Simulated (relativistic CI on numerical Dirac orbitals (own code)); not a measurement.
Line list: Electric-dipole lines, Hg LXII

Calculated at this level of theory: Dirac-Coulomb-Breit CI, separate exchange-only KLI orbitals for each configuration, model QED, unscaled Slater integrals (own radial code, finite nucleus).

Configurations in the expansion (outside the closed core [Ne]): 3s2.3p6.3d, 3s2.3p5.3d2, 3s.3p6.3d2, 3s2.3p6.4s, 3s2.3p6.4p, 3s2.3p6.4d, 3s2.3p5.3d.4s, 3s2.3p6.4f, 3s2.3p5.3d.4p, 3s2.3p5.3d.4d, 3s.3p6.3d.4s, 3s2.3p5.3d.4f, 3p6.3d2.4p, 3s.3p6.3d.4p, 3s2.3p6.5s, 3s.3p6.3d.4d, 3s2.3p6.5p, 3s.3p6.3d.4f, 3s2.3p6.5d, 3s2.3p6.5f, 3s2.3p6.5g, 3p6.3d3, 3p5.3d4, 3p5.3d3.4s, 3p6.3d2.4s, 3p5.3d2.4s2, 3p6.3d2.4d, 3p5.3d3.4d, 3p5.3d2.4s.4d. Double excitations out of closed p, d and f shells are left out; levels of such configurations are missing from the list, as are those of other unlisted configurations, and high levels can miss mixing partners. These lack a partner that the ground configuration has and come out too high: 3s2.3p5.3d.4p, 3s2.3p5.3d.4f.

```
λ vac (Å)                      Lower                        Upper   A (s⁻¹)  log gf  S velocity/length
   3.7327      3s2.3p6.3d 2D_3/2 [1]  3s2.3p5.3d.4d 4P°_5/2 [347]  3.29e+13   -0.38               0.97
   3.7328      3s2.3p6.3d 2D_5/2 [2]  3s2.3p5.3d.4d 2D°_5/2 [397]  8.35e+13    0.02               0.96
   3.7378      3s2.3p6.3d 2D_3/2 [1]  3s2.3p5.3d.4d 2P°_1/2 [343]  2.42e+14    0.01               0.97
   3.7396      3s2.3p6.3d 2D_5/2 [2]  3s2.3p5.3d.4d 2D°_3/2 [389]  9.84e+13   -0.08               0.96
   3.7403      3s2.3p6.3d 2D_3/2 [1]  3s2.3p5.3d.4d 2D°_3/2 [342]  2.18e+14    0.26               0.96
   3.7406      3s2.3p6.3d 2D_5/2 [2]  3s2.3p5.3d.4d 2F°_7/2 [387]  1.95e+14    0.52               0.97
   3.7415      3s2.3p6.3d 2D_3/2 [1]  3s2.3p5.3d.4d 2F°_5/2 [341]  2.25e+14    0.45               0.97
   3.7426      3s2.3p6.3d 2D_5/2 [2]  3s2.3p5.3d.4d 2P°_3/2 [384]  1.67e+14    0.15               0.97
   3.7474      3s2.3p6.3d 2D_3/2 [1]  3s2.3p5.3d.4d 2D°_3/2 [336]  5.59e+13   -0.33               0.95
   3.7524      3s2.3p6.3d 2D_5/2 [2]  3s2.3p5.3d.4d 2D°_5/2 [376]  1.45e+14    0.26               0.95
   3.9419    3s2.3p5.3d2 4D°_3/2 [3]   3s2.3p5.3d.4f 4F_5/2 [388]  1.83e+14    0.41               0.97
   3.9424      3s2.3p6.3d 2D_3/2 [1]     3s2.3p6.4f 2F°_5/2 [264]  2.51e+14    0.54               0.99
   3.9425    3s2.3p5.3d2 4F°_5/2 [5]   3s2.3p5.3d.4f 2G_7/2 [398]  3.00e+14    0.75               0.98
   3.9426    3s2.3p5.3d2 4D°_3/2 [3]   3s2.3p5.3d.4f 4F_3/2 [386]  7.49e+13   -0.16               0.94
   3.9453    3s2.3p5.3d2 2G°_7/2 [6]   3s2.3p5.3d.4f 2G_7/2 [398]  8.91e+13    0.22               0.96
   3.9465    3s2.3p5.3d2 4D°_1/2 [4]   3s2.3p5.3d.4f 4F_3/2 [386]  3.25e+14    0.48               0.96
   3.9473    3s2.3p5.3d2 2G°_7/2 [6]   3s2.3p5.3d.4f 2H_9/2 [396]  3.31e+14    0.89               0.99
   3.9514    3s2.3p5.3d2 4D°_3/2 [3]   3s2.3p5.3d.4f 4D_1/2 [380]  1.23e+14   -0.24               0.97
   3.9516    3s2.3p5.3d2 4D°_3/2 [3]   3s2.3p5.3d.4f 4D_3/2 [379]  1.01e+14   -0.02               0.97
   3.9518    3s2.3p5.3d2 4F°_5/2 [5]   3s2.3p5.3d.4f 4F_5/2 [388]  1.27e+14    0.25               0.95
   3.9523    3s2.3p5.3d2 4D°_3/2 [3]   3s2.3p5.3d.4f 2D_5/2 [378]  1.15e+14    0.21               0.99
   3.9536    3s2.3p5.3d2 4F°_5/2 [5]   3s2.3p5.3d.4f 2F_7/2 [385]  5.07e+13   -0.02               1.00
   3.9564    3s2.3p5.3d2 2G°_7/2 [6]   3s2.3p5.3d.4f 2F_7/2 [385]  8.75e+13    0.22               0.99
   3.9615    3s2.3p5.3d2 4F°_5/2 [5]   3s2.3p5.3d.4f 4D_3/2 [379]  8.35e+13   -0.10               0.96
   3.9623    3s2.3p5.3d2 4F°_5/2 [5]   3s2.3p5.3d.4f 2D_5/2 [378]  4.44e+13   -0.20               1.00
   3.9764    3s2.3p5.3d2 2P°_3/2 [7]   3s2.3p5.3d.4f 4P_1/2 [399]  2.04e+14   -0.01               0.96
   4.0650      3s2.3p6.3d 2D_5/2 [2]     3s2.3p6.4f 2F°_7/2 [275]  2.65e+14    0.72               0.99
   4.0768    3s2.3p5.3d2 4D°_5/2 [8]   3s2.3p5.3d.4f 4D_7/2 [390]  2.06e+14    0.61               0.98
   4.3234      3s2.3p6.3d 2D_5/2 [2]  3s2.3p5.3d.4s 2D°_5/2 [223]  3.21e+13   -0.27               0.98
   4.3328      3s2.3p6.3d 2D_3/2 [1]  3s2.3p5.3d.4s 2D°_3/2 [204]  3.95e+13   -0.35               0.98
   4.3366      3s2.3p6.3d 2D_3/2 [1]  3s2.3p5.3d.4s 2F°_5/2 [203]  2.57e+13   -0.36               0.98
   4.3505      3s2.3p6.3d 2D_5/2 [2]  3s2.3p5.3d.4s 2F°_7/2 [219]  3.38e+13   -0.11               0.98
   14.766      3s2.3p6.3d 2D_3/2 [1]     3s2.3p5.3d2 2D°_3/2 [34]  1.11e+13    0.16               0.83
   14.824      3s2.3p6.3d 2D_5/2 [2]     3s2.3p5.3d2 2P°_3/2 [42]  7.28e+12   -0.02               0.89
   14.964      3s2.3p6.3d 2D_5/2 [2]     3s2.3p5.3d2 2F°_7/2 [41]  6.14e+12    0.22               0.83
   15.012      3s2.3p6.3d 2D_5/2 [2]     3s2.3p5.3d2 2D°_5/2 [40]  7.30e+12    0.17               0.83
   16.325  3s2.3p5.3d2 2H°_11/2 [13]       3s.3p6.3d2 2G_9/2 [54]  5.28e+12    0.32               0.99
   16.402  3s2.3p5.3d2 4G°_11/2 [23]       3s.3p6.3d2 4F_9/2 [59]  5.20e+12    0.32               1.00
   16.418    3s2.3p5.3d2 2G°_7/2 [6]       3s.3p6.3d2 4F_5/2 [48]  5.72e+12    0.14               0.96
   16.460    3s2.3p5.3d2 4G°_9/2 [9]       3s.3p6.3d2 4F_7/2 [51]  5.13e+12    0.22               0.98
   27.259      3s2.3p6.3d 2D_5/2 [2]     3s2.3p5.3d2 2P°_3/2 [31]  1.45e+12   -0.19               0.83
   27.411      3s2.3p6.3d 2D_5/2 [2]     3s2.3p5.3d2 2D°_5/2 [30]  1.83e+12    0.09               0.71
   27.465      3s2.3p6.3d 2D_3/2 [1]     3s2.3p5.3d2 2F°_5/2 [21]  1.66e+12    0.05               0.72
   27.954      3s2.3p6.3d 2D_3/2 [1]     3s2.3p5.3d2 2D°_3/2 [20]  1.28e+12   -0.22               0.71
   28.737      3s2.3p6.3d 2D_5/2 [2]     3s2.3p5.3d2 2F°_7/2 [28]  5.39e+11   -0.27               0.70
```

Terms are leading LS components. Brackets give the number of a level in order of energy, since labels repeat. The list gives strong lines, with weight on those to low levels, among the lowest 400 of 2758 levels, so that lines to higher ones, which can be the strongest, are missing. Levels whose partners in the same complex of configurations lie outside the list can be far off, and so can their lines. Rates are taken at the computed energies, electric ones in the length gauge. A velocity-to-length ratio far from 1 marks an uncertain rate.

At this charge energies of transitions that change n are usually good to better than 1 %, and those within a shell (Δn = 0) to a few per cent.

LS names give the leading component of a level, which can be under half, so a name can repeat, a term be missing and a line seem to break the LS rules.
